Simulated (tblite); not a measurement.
Species: C₆H₇N₂P.
Cartesian coordinates in Å at the GFN2-xTB level; atoms count from 1:
```xyz
16
C6H7N2P angstrom
C      4.1087   -0.9382   -0.1548
C      3.0349   -0.4288    0.0228
C      1.8061    0.2034    0.2763
N      0.7015   -0.1924   -0.3194
N     -0.3210    0.5396    0.0615
C     -1.6313    0.2078   -0.4401
C     -2.3017   -0.8419    0.4424
C     -0.0580    1.5096    0.9545
P      1.6045    1.5748    1.3952
H      5.0374   -1.3952   -0.3240
H     -1.5016   -0.1838   -1.4515
H     -2.2333    1.1190   -0.4786
H     -2.4304   -0.4663    1.4553
H     -3.2763   -1.0986    0.0373
H     -1.6885   -1.7388    0.4787
H     -0.8587    2.1388    1.3002
```

All values are computed: GFN2-xTB (tblite) harmonic vibrations without scaling, gas phase. The method is semi-empirical: single wavenumbers can be off by several per cent or more. One conformer, not necessarily the lowest.

Harmonic wavenumbers (cm⁻¹): 30.1, 101.5, 117.1, 150.4, 200.3, 325.1, 337.5, 358.5, 424.5, 497.0, 503.7, 570.4, 609.1, 639.5, 652.8, 735.3, 738.4, 824.6, 927.8, 957.9, 1043.7, 1088.3, 1094.3, 1152.1, 1191.3, 1230.3, 1318.9, 1349.2, 1391.4, 1405.0, 1444.9, 1459.1, 1485.3, 1493.8, 2245.2, 2973.8, 2987.8, 3039.6, 3052.4, 3054.5, 3118.0, 3396.0.

A = 2662, B = 957.6, C = 749.8 MHz; mass 138.035 u (most abundant isotopes); point group C1, symmetry number 1.

**Question.** Zero-point energy?

**Answer.** ½Σν̃ = 25858 cm⁻¹ = 309.33 kJ/mol.

**Question.** What is S at 400 K and 1 bar for an ideal gas of classical rigid rotors and harmonic oscillators?

**Answer.** Translation 176.42, rotation 127.13, vibration 148.48: S = 452.0 J/(mol K).

**Question.** And Cp and H(400 K) − H(0)?

**Answer.** Cp = 184.43 J/(mol K), of which vibrations give 151.18 (their classical limit is 42 R = 349.2); H(400 K) − H(0) = 44.07 kJ/mol without the zero-point energy, 30.77 from vibrations.

**Question.** Which modes carry the vibrational entropy at 400 K?

**Answer.** 30.1 cm⁻¹: 26.80; 101.5 cm⁻¹: 16.74; 117.1 cm⁻¹: 15.56; 150.4 cm⁻¹: 13.52; 200.3 cm⁻¹: 11.22; 325.1 cm⁻¹: 7.47 J/(mol K); the other 36 give 57.16 together.

**Question.** What must be added to the electronic energy to get the Gibbs energy at 400 K and 1 bar?

**Answer.** ZPE + [H(400 K) − H(0)] − T·S = 309.33 + 44.07 − 180.81 = 172.59 kJ/mol.

**Question.** Blend soft modes into free rotors: weight 1/[1 + (100 cm⁻¹/ν̃)⁴] for the oscillator and the rest for a rotor with moment μB/(μ + B), μ = h/(8π²ν), B = 10⁻⁴⁴ kg m². What vibrational entropy results?

**Answer.** 136.73 J/(mol K) in place of 148.48, which changes −T·S at 400 K by +4.70 kJ/mol.

**Question.** How do the functions run with temperature in this model?

**Answer.** 
```csv
T (K),S (J/(mol K)),Cp (J/(mol K)),H − H(0) (kJ/mol),G − H(0) (kJ/mol),ln q(vib)
100,290.2,71.4,5.17,-23.85,1.72
200,351.7,110.9,14.27,-56.07,3.98
300,404.1,149.7,27.32,-93.91,6.29
500,496.4,213.3,64.01,-184.19,10.91
800,610.7,271.8,137.62,-350.91,17.47
1000,674.1,296.4,194.58,-479.53,21.50
```

q(vib) and H(0) count from the zero-point level.

Hindered rotation and anharmonicity are outside this model. Other conformers, if any are populated, would add a mixing term that is left out. The structure is chiral; the term R ln 2 for an equal mix with its mirror image is left out.

Time: 0.59 s of wall time. Hardware: one thread of an Arm Neoverse V1, shared host with 32 logical CPUs at a one-minute load of 13. This covers the Hessian and the dipole derivatives.
